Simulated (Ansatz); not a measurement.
## Ligand exchange: C3H7Br + BH2I → C3H7I + BH2Br

Species: C3H7Br (1-bromopropane) `CCCBr`, singlet; BH2I `BI`, singlet; C3H7I (1-iodopropane) `CCCI`, singlet; BH2Br `BBr`, singlet. The partners trade Br for I: C–Br and B–I bonds give way to C–I and B–Br.

Shapes, held fixed at every level: PBE0-D4/def2-TZVP. Flexible molecules stand in one conformer, not always the lowest. Programs: Ansatz 0.2.0. Electronic energies: no zero-point or thermal term.

Problem. Estimate ΔE of this reaction.

Solution. The highest level, CCSD(T)/def2-TZVPP, gives ΔE = -22.1 kJ/mol; the levels span -23.6 to -21.0. The column of differences is taken from that level and isn't an error. No measured value is set beside it here. For atoms past krypton def2 sets carry core potentials with scalar relativity. Relativity is left out for Br. Outer-core shells of Br, I are correlated, in sets that cover them unevenly. Times are processor times on shared x86 and Arm servers, and rough.

```
               level                    kind  ΔE (kJ/mol)  less CCSD(T)/def2-TZVPP  CPU time (sum over the molecules)
   PBE-D4/def2-TZVPP                     GGA        -21.0                     +1.1                               21 s
r2SCAN-D4/def2-TZVPP                meta-GGA        -21.5                     +0.6                               41 s
  PBE0-D4/def2-TZVPP           global hybrid        -21.0                     +1.1                               23 s
  wB97X-V/def2-TZVPP  range-separated hybrid        -21.5                     +0.6                               64 s
   B2PLYP/def2-TZVPP           double hybrid        -22.0                     +0.1                               48 s
      MP2/def2-TZVPP     perturbation theory        -23.6                     -1.5                                  –
  CCSD(T)/def2-TZVPP   coupled cluster or CI        -22.1                      0.0                             17 min
```
